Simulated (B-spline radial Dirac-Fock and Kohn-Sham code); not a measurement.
Dy⁺: non-radiative channels of the L1 vacancy

System: Dy⁺, [Xe] 4f10 6s1, inside a Watson sphere of charge -1 and radius 2.4 Å (a model of the Madelung potential; inside it an electron's potential energy is raised by 6.0 eV).

Model: one-electron (LDA, Dirac) transition rates at Dirac-Fock energies. Program: a radial finite-basis atomic code. Kinetic energies are configuration averages from the vacuum level; the two-hole energies are estimated from single-hole states.

```tsv
transition	kinetic energy (eV)	width (meV)	share (%)
L1-L2N1	19.04	242	5.4
L1-L2N3	138.5	196	4.3
L1-L3N1	810.3	256	5.7
L1-L3N3	930.4	180	4.0
L1-L3N4	1065.9	304	6.7
L1-L3N5	1073.4	382	8.5
L1-L3N7	1237.6	204	4.5
L1-M1M3	5282.1	193	4.3
L1-M1M5	5654.7	212	4.7
L1-M4M5	6365.0	311	6.9
```

Coster-Kronig rates are the weakest part of this model and often come out 1.5 to 2.5 times too large. The listed channels hold 55 % of the non-radiative rate. Summed by principal shells, of 4.52 eV in all: LLN 57.2 %, LMM 27.9 %, LMN 9.5 %, LLO 3.6 %, LNN 0.8 %, LMO 0.7 %.

Values without a named source are computed, but for edge energies of neutral atoms, which are taken from tables.
